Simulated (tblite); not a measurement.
Compound: C4H7NO2Si.
Numbering: `[N:1]#[C:2]/[CH:3]=[CH:4]\[CH2:5][O:6][SiH2:7][OH:8]` (hydrogens: H9 on C3; H10 on C4; H11, H12 on C5; H13, H14 on Si7; H15 on O8)

Computed with GFN2-xTB (tblite), gas phase: Langevin dynamics at 600 K from the optimised GFN2-xTB geometry, time step 0.5 fs, friction 0.01 fs⁻¹, 2000 steps.

The start geometry, which sets the zero of energy:
```
atom  x, y, z in Å
N1     -3.165    2.044   -0.673
C2     -2.771    1.041   -0.281
C3     -2.304   -0.192    0.217
C4     -1.127   -0.714   -0.126
C5     -0.165   -0.085   -1.080
O6      1.160   -0.374   -0.762
Si7     2.004    0.151    0.532
O8      3.457   -0.532    0.365
H9     -2.975   -0.696    0.899
H10    -0.804   -1.658    0.288
H11    -0.325    1.000   -1.121
H12    -0.344   -0.493   -2.085
H13     1.482   -0.363    1.792
H14     2.074    1.612    0.506
H15     3.800   -0.732   -0.503
```

Problem. These frames come from the run, each turned onto the start geometry. Order them by potential energy, lowest first.
A.
```
atom  x, y, z in Å
N1     -3.017    2.099    0.160
C2     -2.778    0.980    0.440
C3     -2.469   -0.379    0.157
C4     -1.341   -0.770   -0.370
C5     -0.190    0.067   -0.906
O6      0.782   -0.092    0.122
Si7     2.445    0.092   -0.139
O8      3.106    0.170    1.250
H9     -3.162   -1.016    0.501
H10    -1.031   -1.735   -0.546
H11    -0.674    1.055   -1.005
H12     0.094   -0.268   -1.774
H13     2.680    1.204   -0.987
H14     2.810   -1.085   -0.943
H15     2.740   -0.313    2.007
```
B.
```
atom  x, y, z in Å
N1     -3.055    2.183    0.006
C2     -2.752    1.049    0.026
C3     -2.278   -0.233    0.155
C4     -1.159   -0.776   -0.343
C5     -0.141   -0.111   -1.224
O6      1.142   -0.374   -0.709
Si7     1.962    0.473    0.456
O8      3.390   -0.324    0.441
H9     -2.912   -0.924    0.748
H10    -0.978   -1.857   -0.084
H11    -0.330    0.920   -1.133
H12    -0.203   -0.680   -2.236
H13     1.304    0.004    1.753
H14     2.451    1.831    0.016
H15     3.555   -1.173    0.096
```
C.
```
atom  x, y, z in Å
N1     -2.942    1.978    1.034
C2     -2.787    1.015    0.445
C3     -2.460   -0.274   -0.070
C4     -1.355   -0.793   -0.576
C5     -0.207    0.050   -1.106
O6      0.732    0.002   -0.012
Si7     2.370    0.214   -0.026
O8      3.140    0.062    1.323
H9     -3.271   -1.034    0.244
H10    -1.286   -1.841   -0.545
H11    -0.692    0.984   -1.274
H12     0.137   -0.570   -2.030
H13     2.777    1.492   -0.328
H14     2.815   -0.597   -1.059
H15     3.025   -0.678    1.947
```
D.
```
atom  x, y, z in Å
N1     -3.406    2.000    0.041
C2     -2.861    0.995    0.030
C3     -2.164   -0.167    0.216
C4     -1.017   -0.668   -0.205
C5     -0.118   -0.030   -1.338
O6      1.300   -0.151   -1.183
Si7     1.961    0.225    0.224
O8      3.466   -0.455    0.418
H9     -2.606   -0.689    0.981
H10    -0.550   -1.547    0.303
H11    -0.426    1.015   -1.658
H12    -0.261   -0.602   -2.323
H13     1.134   -0.317    1.302
H14     2.079    1.719    0.415
H15     3.464   -1.320    0.745
```
E.
```
atom  x, y, z in Å
N1     -3.466    2.018   -0.069
C2     -2.782    1.121    0.123
C3     -1.992   -0.061    0.359
C4     -1.127   -0.663   -0.458
C5     -0.066   -0.172   -1.394
O6      1.188   -0.357   -0.791
Si7     1.812    0.317    0.536
O8      3.337   -0.454    0.565
H9     -2.400   -0.715    1.235
H10    -0.824   -1.677   -0.225
H11    -0.221    0.879   -1.668
H12    -0.066   -0.656   -2.348
H13     0.984   -0.061    1.697
H14     1.983    1.718    0.410
H15     3.637   -1.230   -0.005
```

Solution. B (0.685 eV), E (0.798 eV), D (0.944 eV), C (1.144 eV), A (1.410 eV).

In the order of the answer:

| t (fs) | E above start (eV) | largest force (eV/Å) | rms force component (eV/Å) | rms distance from start (Å) | rms bond change (Å) | bond most changed (Å) |
| --- | --- | --- | --- | --- | --- | --- |
| 150 | 0.685 | 4.02 | 1.085 | 0.402 | 0.038 | Si7–H13 +0.071 |
| 375 | 0.798 | 2.75 | 0.834 | 0.464 | 0.041 | Si7–O8 +0.095 |
| 325 | 0.944 | 3.17 | 1.005 | 0.525 | 0.043 | C4–C5 +0.086 |
| 975 | 1.144 | 3.28 | 1.163 | 1.476 | 0.047 | Si7–H13 -0.083 |
| 900 | 1.410 | 6.60 | 1.893 | 1.531 | 0.053 | C5–H12 -0.127 |

What follows is the cost of the whole dynamics run. Hardware: an Intel Xeon Platinum 8375C at 2.90 GHz with one thread, no GPU, shared host. Cost: 15 s wall, 0.18 GiB resident at most.
